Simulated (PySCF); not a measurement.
## Assignment exercise: C6H5BF2

Mapped SMILES: `[F:1][B:2]([F:3])[c:4]1[cH:5][cH:6][cH:7][cH:8][cH:9]1`. Each H is labelled by its parent atom.

Method: σ from GIAO-B97-2/pcSseg-2, PBE0-D3(BJ)/def2-TZVP structure, in PySCF 2.14.0 with density-fitted response routines (non-relativistic Hamiltonian, rapidly exchanging positions averaged, gas phase, a single conformation).

References, each an isolated molecule treated in the same way: ¹³C (185.38 ppm) and ¹H (31.64 ppm) against TMS.

(1) Assign these signals to the numbered atoms. ¹³C{¹H} NMR (computed): δ 144.9, 141.5, 134.7, 130.3.

(2) Assign these signals to the numbered atoms. ¹H NMR (500 MHz, computed): δ 8.35 (m, 2H), 7.91 (m, 1H), 7.76 (m, 2H).

Answers

(1) 
144.9 → C5/C9, aromatic CH
141.5 → C7, aromatic CH
134.7 → C6/C8, aromatic CH: the aromatic region
130.3 → C4, substituted aromatic carbon

(2) 
| δ (ppm) | atoms | environment | reason |
| --- | --- | --- | --- |
| 8.35 | H(C5)/H(C9) | hydrogen on an aromatic CH | ring-current deshielding |
| 7.91 | H(C7) | hydrogen on an aromatic CH | – |
| 7.76 | H(C6)/H(C8) | hydrogen on an aromatic CH | – |

A carbon bonded to boron is broadened by the quadrupolar boron nucleus and is often missing from a measured spectrum. Splittings by ¹⁹F in the carbon and heteronuclear signals aren't shown, as no couplings were computed. Shifts are as computed. Against solution values, carbons near 30 ppm lie about +3 ppm off and those near 130 ppm about +7 ppm. Of 1211 compounds with measured shifts, 218 miss one by over three times the rms of a fit or turn the order of signals round; such compounds aren't used in these exercises. Multiplicities follow the n + 1 count of equivalent neighbours, as no J values were calculated; m marks all less simple cases, F and P coupling included.
